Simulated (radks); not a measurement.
Radial electron density D(r) = 4 pi r^2 rho(r) of an atom or ion with 55 electrons. All-electron calculation, Dirac Kohn-Sham, PBEsol, spin-unpolarised, spherical densities, finite nucleus; Fermi nuclear charge, rms radius of each element as measured or else 0.836 A^(1/3) + 0.57 fm. Program: a radial shooting solver on a logarithmic mesh with Libxc functionals.

```
   r/bohr * D(r) (the largest magnitude, 92.6, reaches the edge; | marks zero)
 0.003757 |          *
 0.004409 |             *
 0.005173 |                *
 0.006023 |                    *
 0.007068 |                        *
 0.008294 |                            *
 0.009656 |                                *
  0.01133 |                                    *
   0.0133 |                                       *
   0.0156 |                                          *
  0.01817 |                                          *
  0.02132 |                                          *
  0.02502 |                                        *
  0.02912 |                                      *
  0.03418 |                                     *
  0.04011 |                                     *
  0.04669 |                                        *
  0.05479 |                                             *
   0.0643 |                                                  *
  0.07546 |                                                      *
  0.08784 |                                                      *
   0.1031 |                                                 *
    0.121 |                                           *
   0.1408 |                                       *
   0.1653 |                                        *
   0.1939 |                                           *
   0.2258 |                                              *
   0.2649 |                                           *
   0.3109 |                                  *
   0.3649 |                       *
   0.4248 |                *
   0.4985 |               *
    0.585 |                 *
    0.681 |                 *
   0.7991 |               *
   0.9378 |          *
    1.092 |      *
    1.281 |    *
    1.503 |   *
    1.764 |  *
    2.054 |  *
     2.41 | *
    2.829 |*
    3.293 |*
    3.864 *
    4.535 *
    5.279 *
    6.195 *
     7.27 *
    8.532 *
    9.932 *
    11.66 *
    13.68 *
    15.92 *
```

What is the nuclear charge?

Answer. Z = 55. The innermost maximum, from 1s, lies near gamma/Z bohr with gamma = sqrt(1 - (Z/c)^2) = 0.916, here 0.0167 bohr (found: 0.0183), and its height grows with Z. The density is that of neutral caesium in [Xe] 6s1; the configuration itself is not fixed sharply by these data, and Z only to a few units. D(r) has 4 maxima, at r = 0.0183, 0.0804, 0.229, 0.649 bohr, and minima at 0.0356, 0.151, 0.475 bohr, inside which lie 2.02, 11.18, 28.93 electrons.
